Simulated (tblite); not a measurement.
Species: C₅H₅FNO₃ (doublet state).
Cartesian coordinates in Å at the GFN2-xTB level; atoms count from 1:
```xyz
15
C5H5FNO3 angstrom
C      2.309    1.087    0.455
C      1.118    0.678   -0.383
O      0.355    1.460   -0.904
N      1.107   -0.665   -0.618
C      0.145   -1.513   -0.459
C     -1.062   -1.269    0.195
F     -1.967   -2.241    0.275
O     -1.353   -0.113    0.790
C     -2.618    0.370    0.947
O     -3.619   -0.148    0.583
H      3.205    0.984   -0.153
H      2.406    0.440    1.322
H      2.197    2.123    0.760
H      0.294   -2.516   -0.843
H     -2.523    1.330    1.471
```

Method: GFN2-xTB as coded in tblite; computed harmonic values from a numerical Hessian at the method's own geometry, unscaled. Errors from tens to a few hundred cm⁻¹ against measured bands are possible. One conformer, not necessarily the lowest. Open shells enter through the occupations alone, without spin polarisation, and single modes of such species can be off by tens of per cent.

Harmonic wavenumbers (cm⁻¹): 25.4, 43.1, 56.0, 68.2, 101.3, 167.0, 201.7, 223.0, 256.7, 366.9, 423.2, 435.6, 513.5, 595.0, 662.4, 776.1, 815.4, 844.5, 875.9, 907.7, 963.9, 996.1, 1037.0, 1138.4, 1190.6, 1275.8, 1330.4, 1351.7, 1405.3, 1445.1, 1445.5, 1511.6, 1702.8, 1795.5, 2893.6, 3032.3, 3032.5, 3042.3, 3063.4.

A = 2448, B = 884.3, C = 716.0 MHz; mass 146.025 u (most abundant isotopes); point group C1, symmetry number 1; spin multiplicity 2.

Q: Zero-point energy?

A: ½Σν̃ = 21006 cm⁻¹ = 60.06 kcal/mol.

Q: Entropy at 400 K, 1 bar (ideal gas, RRHO, classical rotation)?

A: Translation 42.33, rotation 30.59, vibration 47.25, spin (R ln 2) 1.38: S = 121.6 cal/(mol K).

Q: And Cp and H(400 K) − H(0)?

A: Cp = 45.43 cal/(mol K), of which vibrations give 37.48 (their classical limit is 39 R = 77.5); H(400 K) − H(0) = 11.79 kcal/mol without the zero-point energy, 8.61 from vibrations.

Q: Which modes carry the vibrational entropy at 400 K?

A: 25.4 cm⁻¹: 6.74; 43.1 cm⁻¹: 5.69; 56.0 cm⁻¹: 5.17; 68.2 cm⁻¹: 4.78; 101.3 cm⁻¹: 4.00; 167.0 cm⁻¹: 3.03 cal/(mol K); the other 33 give 17.82 together.

Q: Blend soft modes into free rotors: weight 1/[1 + (100 cm⁻¹/ν̃)⁴] for the oscillator and the rest for a rotor with moment μB/(μ + B), μ = h/(8π²ν), B = 10⁻⁴⁴ kg m². What vibrational entropy results?

A: 40.54 cal/(mol K) in place of 47.25, which changes −T·S at 400 K by +2.69 kcal/mol.

Q: How do the functions run with temperature in this model?

A: 
```json
{"T (K)": "50", "S (cal/(mol K))": "64.9", "Cp (cal/(mol K))": "16.5", "H − H(0) (kcal/mol)": "0.61", "G − H(0) (kcal/mol)": "-2.63", "ln q(vib)": "1.44"}
{"T (K)": "100", "S (cal/(mol K))": "78.1", "Cp (cal/(mol K))": "21.8", "H − H(0) (kcal/mol)": "1.58", "G − H(0) (kcal/mol)": "-6.23", "ln q(vib)": "3.51"}
{"T (K)": "298.15", "S (cal/(mol K))": "109.3", "Cp (cal/(mol K))": "38.0", "H − H(0) (kcal/mol)": "7.53", "G − H(0) (kcal/mol)": "-25.07", "ln q(vib)": "10.09"}
{"T (K)": "373.15", "S (cal/(mol K))": "118.5", "Cp (cal/(mol K))": "43.6", "H − H(0) (kcal/mol)": "10.59", "G − H(0) (kcal/mol)": "-33.61", "ln q(vib)": "12.22"}
{"T (K)": "500", "S (cal/(mol K))": "132.4", "Cp (cal/(mol K))": "51.6", "H − H(0) (kcal/mol)": "16.65", "G − H(0) (kcal/mol)": "-49.54", "ln q(vib)": "15.58"}
{"T (K)": "750", "S (cal/(mol K))": "155.6", "Cp (cal/(mol K))": "62.5", "H − H(0) (kcal/mol)": "31.03", "G − H(0) (kcal/mol)": "-85.64", "ln q(vib)": "21.55"}
{"T (K)": "1000", "S (cal/(mol K))": "174.5", "Cp (cal/(mol K))": "69.1", "H − H(0) (kcal/mol)": "47.54", "G − H(0) (kcal/mol)": "-126.97", "ln q(vib)": "26.84"}
```

q(vib) and H(0) count from the zero-point level.

Q: What must be added to the electronic energy to get the Gibbs energy at 400 K and 1 bar?

A: ZPE + [H(400 K) − H(0)] − T·S = 60.06 + 11.79 − 48.62 = 23.23 kcal/mol.

Hindered rotation and anharmonicity are outside this model. Other conformers, if any are populated, would add a mixing term that is left out. The structure is chiral; the term R ln 2 for an equal mix with its mirror image is left out.
